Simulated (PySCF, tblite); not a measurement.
Compound: C3H5BO2.
SMILES with atom numbers: `[CH:1]#[C:2][CH2:3][B:4]([OH:5])[OH:6]` (hydrogens: H7 on C1; H8, H9 on C3; H10 on O5; H11 on O6)

Computed with GFN2-xTB (tblite), gas phase: Langevin dynamics at 300 K from the optimised GFN2-xTB geometry, time step 0.5 fs, friction 0.01 fs⁻¹, 2000 steps. Over the second half of the run the saved frames average 400 K, 33 % above the target.

Frame at 250 fs, instantaneous temperature 256 K:
```
atom  x, y, z in Å
C1      1.874   -1.588    0.425
C2      0.879   -1.307   -0.206
C3     -0.335   -0.889   -0.798
B4     -1.160    0.134    0.061
O5     -0.667    0.888    1.040
O6     -2.428    0.345   -0.283
H7      2.729   -1.899    0.826
H8     -0.926   -1.815   -0.999
H9     -0.115   -0.439   -1.735
H10     0.267    0.718    1.344
H11    -2.821    0.988    0.284
```

Frame at 425 fs, instantaneous temperature 243 K:
```
atom  x, y, z in Å
C1      2.049   -1.938    0.597
C2      1.175   -1.684   -0.198
C3      0.001   -1.277   -0.896
B4     -0.993   -0.351    0.130
O5     -0.510    0.287    1.274
O6     -2.269   -0.162   -0.166
H7      2.824   -2.279    1.313
H8     -0.560   -2.162   -1.237
H9      0.255   -0.682   -1.794
H10     0.427    0.142    1.586
H11    -2.859    0.268    0.416
```

Frame at 625 fs, instantaneous temperature 426 K:
```
atom  x, y, z in Å
C1      2.807   -1.448    0.530
C2      1.706   -1.729    0.135
C3      0.408   -1.799   -0.462
B4     -0.720   -0.758    0.227
O5     -0.284    0.057    1.228
O6     -1.971   -0.889   -0.173
H7      3.696   -1.358    1.043
H8     -0.099   -2.805   -0.397
H9      0.442   -1.494   -1.496
H10     0.598   -0.167    1.466
H11    -2.676   -0.463    0.370
```

Frame at 800 fs, instantaneous temperature 521 K:
```
atom  x, y, z in Å
C1      2.501   -1.324    0.249
C2      1.324   -1.512    0.202
C3     -0.121   -1.677    0.126
B4     -0.983   -0.328   -0.128
O5     -0.697    0.718    0.724
O6     -1.865   -0.282   -1.118
H7      3.591   -1.314    0.281
H8     -0.469   -2.023    1.090
H9     -0.398   -2.406   -0.682
H10     0.077    0.474    1.232
H11    -2.277    0.628   -1.061
```

Frame at 1000 fs, instantaneous temperature 418 K:
```
atom  x, y, z in Å
C1      1.993   -1.718   -0.048
C2      0.799   -1.690    0.053
C3     -0.585   -1.493    0.340
B4     -0.963   -0.178   -0.429
O5     -0.682    1.073    0.074
O6     -1.251   -0.153   -1.752
H7      3.036   -1.939   -0.107
H8     -0.639   -1.281    1.412
H9     -1.168   -2.384    0.164
H10    -0.177    1.174    0.885
H11    -1.099    0.665   -2.124
```

**Question.** What do single points at PBE0/pcSseg-1 (PySCF, gas phase) give on these frames?

**Answer.** 
```tsv
t (fs)	GFN2-xTB E above start (eV)	DFT E above lowest frame (eV)	HOMO (eV)	LUMO (eV)	dipole (D)
250	0.23	0.00	-7.68	1.13	0.94
425	0.33	0.11	-7.54	0.87	0.87
625	0.29	0.05	-7.58	0.83	1.01
800	0.32	0.01	-7.59	0.90	0.86
1000	0.40	0.24	-7.58	0.50	1.78
```

The two levels order the frames alike by energy but for pairs within 0.08 eV at one level; measured from each level's lowest frame they differ by 0.08 eV at most. The HOMO–LUMO gap runs from 8.08 to 8.81 eV. These are instantaneous structures, not minima.

**Question.** And the isotropic GIAO shieldings (ppm) from the same runs?

**Answer.** 
| atom | 250 fs | 425 fs | 625 fs | 800 fs | 1000 fs | mean | range |
| --- | --- | --- | --- | --- | --- | --- | --- |
| C1 | 114.2 | 111.1 | 110.9 | 112.3 | 111.9 | 112.1 | 3.3 |
| C2 | 95.0 | 96.0 | 95.9 | 100.7 | 99.4 | 97.4 | 5.7 |
| C3 | 184.2 | 177.3 | 176.7 | 177.6 | 182.3 | 179.6 | 7.5 |
| B4 | 74.3 | 74.3 | 72.5 | 70.6 | 71.9 | 72.7 | 3.7 |
| O5 | 206.9 | 202.5 | 204.5 | 197.9 | 207.4 | 203.8 | 9.5 |
| O6 | 222.8 | 228.8 | 225.2 | 207.3 | 220.1 | 220.8 | 21.5 |
| H7 | 32.2 | 28.5 | 30.8 | 29.1 | 29.8 | 30.1 | 3.7 |
| H8 | 29.2 | 29.5 | 29.3 | 30.4 | 29.8 | 29.6 | 1.2 |
| H9 | 30.7 | 29.7 | 30.0 | 29.0 | 30.2 | 29.9 | 1.7 |
| H10 | 25.2 | 24.9 | 26.4 | 27.1 | 27.5 | 26.2 | 2.6 |
| H11 | 28.1 | 27.7 | 26.5 | 26.3 | 28.8 | 27.5 | 2.5 |

What follows is the cost of the whole dynamics run. The run took 7.3 s of wall time on one thread of an Arm Neoverse V1, shared host with 32 logical CPUs at a one-minute load of 9.0, and the process peaked at 0.18 GiB of memory.
